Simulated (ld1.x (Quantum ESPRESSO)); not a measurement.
# How hard is this thallium (Tl) TM semilocal potential?

| Item | Value |
| --- | --- |
| Element | thallium |
| Generator | ld1.x (Quantum ESPRESSO) 7.5 |
| Type | norm-conserving Troullier–Martins (semilocal form) |
| Functional | PBE |
| Relativity | scalar-relativistic |
| Frozen core | [Xe] 4f14 |
| Valence charge | 13 |
| Reference configuration | 5d10 6s2 6p0.5 (charge +0.5) |
| Partial waves | 6p (bound): rc 2.50 bohr; 5d (bound): rc 1.90 bohr; 6s (bound): rc 2.20 bohr |
| Local potential | the s channel |
| Core correction | none |

The pseudo-atom Hamiltonian at the reference potential is diagonalised in spherical Bessel functions j_l(qr) that vanish at 20 bohr, with q² up to the cutoff. All-electron valence levels (Ry): 6p -0.3759, 5d -1.3886, 6s -0.9367.

Task: How do the lowest levels (Ry) of each channel move with the cutoff, and are there ghosts?

Result:

```json
{"cutoff (Ry)": "8", "p #1": "-0.3730", "d #1": "-0.3088", "s #1": "-0.9223", "s #2": "-0.1470", "Σ f·Δε (mRy)": "10828.5"}
{"cutoff (Ry)": "12", "p #1": "-0.3755", "d #1": "-0.6082", "s #1": "-0.9276", "s #2": "-0.1479", "Σ f·Δε (mRy)": "7822.7"}
{"cutoff (Ry)": "15", "p #1": "-0.3755", "d #1": "-0.7766", "s #1": "-0.9285", "s #2": "-0.1480", "Σ f·Δε (mRy)": "6137.0"}
{"cutoff (Ry)": "21", "p #1": "-0.3758", "d #1": "-1.1322", "s #1": "-0.9344", "s #2": "-0.1486", "Σ f·Δε (mRy)": "2568.8"}
{"cutoff (Ry)": "30", "p #1": "-0.3759", "d #1": "-1.3186", "s #1": "-0.9364", "s #2": "-0.1489", "Σ f·Δε (mRy)": "701.3"}
{"cutoff (Ry)": "40", "p #1": "-0.3759", "d #1": "-1.3817", "s #1": "-0.9365", "s #2": "-0.1489", "Σ f·Δε (mRy)": "69.8"}
{"cutoff (Ry)": "45", "p #1": "-0.3759", "d #1": "-1.3861", "s #1": "-0.9366", "s #2": "-0.1489", "Σ f·Δε (mRy)": "25.0"}
{"cutoff (Ry)": "55", "p #1": "-0.3759", "d #1": "-1.3884", "s #1": "-0.9367", "s #2": "-0.1489", "Σ f·Δε (mRy)": "1.7"}
{"cutoff (Ry)": "70", "p #1": "-0.3759", "d #1": "-1.3885", "s #1": "-0.9367", "s #2": "-0.1489", "Σ f·Δε (mRy)": "1.2"}
{"cutoff (Ry)": "80", "p #1": "-0.3759", "d #1": "-1.3885", "s #1": "-0.9367", "s #2": "-0.1489", "Σ f·Δε (mRy)": "0.7"}
{"cutoff (Ry)": "100", "p #1": "-0.3759", "d #1": "-1.3886", "s #1": "-0.9367", "s #2": "-0.1489", "Σ f·Δε (mRy)": "0.1"}
{"cutoff (Ry)": "400", "p #1": "-0.3759", "d #1": "-1.3886", "s #1": "-0.9367", "s #2": "-0.1489", "Σ f·Δε (mRy)": "0.0"}
```

Result: no extra level below or beside the all-electron valence levels (p, d, s tested); the semilocal form is local in each channel, so this says nothing of the separable form that plane-wave codes build from it; 10 mRy is reached at 50 Ry and 1 mRy at 80 Ry.
